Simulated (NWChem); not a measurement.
# Volume series of Si (diamond structure): lattice constant and bulk modulus

Program: NWChem. Level: LDA (Vosko), default library pseudopotentials (valence charges Si 4), cutoff 15 Ha, shifted 4×4×4 mesh, two-atom cell, no spin-orbit coupling. The cell is scaled uniformly; the run nearest the minimum isn't listed, and energies count from the lowest row shown.

```json
[
 {"volume (Å³/cell)": "36.64", "E (meV/atom)": "21.0"},
 {"volume (Å³/cell)": "37.42", "E (meV/atom)": "7.6"},
 {"volume (Å³/cell)": "38.20", "E (meV/atom)": "0.0"},
 {"volume (Å³/cell)": "39.76", "E (meV/atom)": "0.0"},
 {"volume (Å³/cell)": "40.54", "E (meV/atom)": "6.5"},
 {"volume (Å³/cell)": "41.31", "E (meV/atom)": "?"}
]
```

Question: Fit the energy as a cubic in V^(−2/3), give the equilibrium lattice constant and bulk modulus, and predict the withheld row.

Answer: The minimum lies at V₀ = 38.96 Å³, so a₀ = (4V₀)^(1/3) = 5.381 Å, and B₀ = V·d²E/dV² ≈ 96 GPa. The fit predicts 16.6 meV/atom at 41.31 Å³; the run gave 16.7.
